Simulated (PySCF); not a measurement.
Si(H)2(OH)(NMe2) (C2H9NOSi), SMILES CN(C)[SiH2]O.

Coordinates come from a r2SCAN-D4/def2-SVP optimisation. One conformer was computed; it need not be the lowest.

Two levels are set side by side: PBE/def2-TZVP (PySCF) and HF/def2-TZVP (PySCF). Same geometry, gas phase. Differences are taken from unrounded values.

```
quantity                       PBE
---------------------------  -----
orbital gap (eV)              4.96
highest occupied level (eV)  -5.18
lowest empty level (eV)      -0.22
dipole moment (D)             1.96
mean polarisability (bohr³)   65.7
```

### Question
These are the PBE values. What does HF give? (The exact figures need the calculation; the answer reports its results.)

### Answer

| quantity | HF | PBE minus HF |
|---|---|---|
| orbital gap (eV) | 13.23 | -8.27 |
| highest occupied level (eV) | -9.73 | 4.55 |
| lowest empty level (eV) | 3.50 | -3.72 |
| dipole moment (D) | 2.06 | -0.10 |
| mean polarisability (bohr³) | 57.2 | 8.5 |

PBE's occupied levels lie high since its potential decays too fast outside the molecule; exact exchange lowers them and widens the gap. PBE's more diffuse valence density responds more strongly to a field. Differences between two approximate levels are no errors against the true value.

Rough cost on one machine, each run with all the roots and properties that it gave: HF against PBE about 1/3.
